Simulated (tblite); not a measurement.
Parent: `[OH:1][Si@@H:2]1[CH:3]=[CH:4][O:5]1` with H–O1–Si2–C3 50°, C2H4O2Si.

Computed geometry: GFN2-xTB, gas phase. One conformer each, not checked by frequencies here.

```json
{"coordinate of the parent": "O1–Si2", "value": "1.614 Å"}
{"coordinate of the parent": "Si2–C3", "value": "1.891 Å"}
{"coordinate of the parent": "C3=C4", "value": "1.333 Å"}
{"coordinate of the parent": "C4–O5", "value": "1.381 Å"}
{"coordinate of the parent": "Si2–O5", "value": "1.710 Å"}
{"coordinate of the parent": "O1–Si2–C3", "value": "125.0°"}
{"coordinate of the parent": "O1–Si2–O5", "value": "113.8°"}
{"coordinate of the parent": "C3–Si2–O5", "value": "74.7°"}
{"coordinate of the parent": "Si2–C3–C4", "value": "85.8°"}
{"coordinate of the parent": "C3–C4–O5", "value": "107.6°"}
{"coordinate of the parent": "Si2–O5–C4", "value": "91.8°"}
```

How does the shared frame change in `[CH3:1][O:2][CH2:3][Si@:4]1([OH:5])[CH:6]=[CH:7][O:8]1` with C1–O2–C3–Si4 -67°, O2–C3–Si4–O5 76°, C3–Si4–O5–H 157°, C4H8O3Si? Atoms pair as O1 = O5, Si2 = Si4, C3 = C6, C4 = C7, O5 = O8 (parent first).

| parent | relative | value in the relative | change |
| --- | --- | --- | --- |
| O1–Si2 | O5–Si4 | 1.624 Å | +0.010 |
| Si2–C3 | Si4–C6 | 1.890 Å | -0.001 |
| C3=C4 | C6=C7 | 1.333 Å | 0.000 |
| C4–O5 | C7–O8 | 1.377 Å | -0.004 |
| Si2–O5 | Si4–O8 | 1.720 Å | +0.010 |
| O1–Si2–C3 | O5–Si4–C6 | 122.7° | -2.3 |
| O1–Si2–O5 | O5–Si4–O8 | 110.6° | -3.2 |
| C3–Si2–O5 | C6–Si4–O8 | 74.6° | -0.1 |
| Si2–C3–C4 | Si4–C6–C7 | 85.8° | 0.0 |
| C3–C4–O5 | C6–C7–O8 | 108.0° | +0.4 |
| Si2–O5–C4 | Si4–O8–C7 | 91.6° | -0.2 |

Of the parent's bonds, O1–Si2 and Si2–O5 change most and about equally (+0.010 Å). Bonds of the relative outside the shared frame: C1–O2 1.402, O2–C3 1.413, C3–Si4 1.906 Å. Point group C1 → C1.

How does the shared frame change in `[NH2:1][Si@@:2]1([OH:3])[CH:4]=[CH:5][O:6]1` with H–N1–Si2–O3 17° and 160°, N1–Si2–O3–H -170°, C2H5NO2Si? Atoms pair as O1 = O3, Si2 = Si2, C3 = C4, C4 = C5, O5 = O6 (parent first).

```
   parent   relative  value in the relative  change
   O1–Si2     O3–Si2                1.621 Å  +0.007
   Si2–C3     Si2–C4                1.890 Å  -0.001
    C3=C4      C4=C5                1.331 Å  -0.002
    C4–O5      C5–O6                1.381 Å   0.000
   Si2–O5     Si2–O6                1.722 Å  +0.012
O1–Si2–C3  O3–Si2–C4                 124.0°    -1.0
O1–Si2–O5  O3–Si2–O6                 112.7°    -1.1
C3–Si2–O5  C4–Si2–O6                  74.5°    -0.2
Si2–C3–C4  Si2–C4–C5                  86.1°    +0.3
 C3–C4–O5   C4–C5–O6                 107.9°    +0.3
Si2–O5–C4  Si2–O6–C5                  91.5°    -0.3
```

Of the parent's bonds, Si2–O5 changes most (+0.012 Å). Bonds of the relative outside the shared frame: N1–Si2 1.706 Å. Point group C1 → C1.

How does the shared frame change in `[OH:1][Si@@:2]1([CH2:3][F:4])[CH:5]=[CH:6][O:7]1` with H–O1–Si2–C3 -28°, O1–Si2–C3–F4 33°, C3H5FO2Si? Atoms pair as O1 = O1, Si2 = Si2, C3 = C5, C4 = C6, O5 = O7 (parent first).

| parent | relative | value in the relative | change |
| --- | --- | --- | --- |
| O1–Si2 | O1–Si2 | 1.614 Å | 0.000 |
| Si2–C3 | Si2–C5 | 1.892 Å | +0.001 |
| C3=C4 | C5=C6 | 1.331 Å | -0.002 |
| C4–O5 | C6–O7 | 1.385 Å | +0.004 |
| Si2–O5 | Si2–O7 | 1.695 Å | -0.015 |
| O1–Si2–C3 | O1–Si2–C5 | 121.4° | -3.6 |
| O1–Si2–O5 | O1–Si2–O7 | 110.7° | -3.1 |
| C3–Si2–O5 | C5–Si2–O7 | 75.2° | +0.5 |
| Si2–C3–C4 | Si2–C5–C6 | 85.2° | -0.6 |
| C3–C4–O5 | C5–C6–O7 | 107.8° | +0.2 |
| Si2–O5–C4 | Si2–O7–C6 | 91.7° | -0.1 |

Of the parent's bonds, Si2–O5 changes most (-0.015 Å). Bonds of the relative outside the shared frame: Si2–C3 1.912, C3–F4 1.385 Å. Point group C1 → C1.
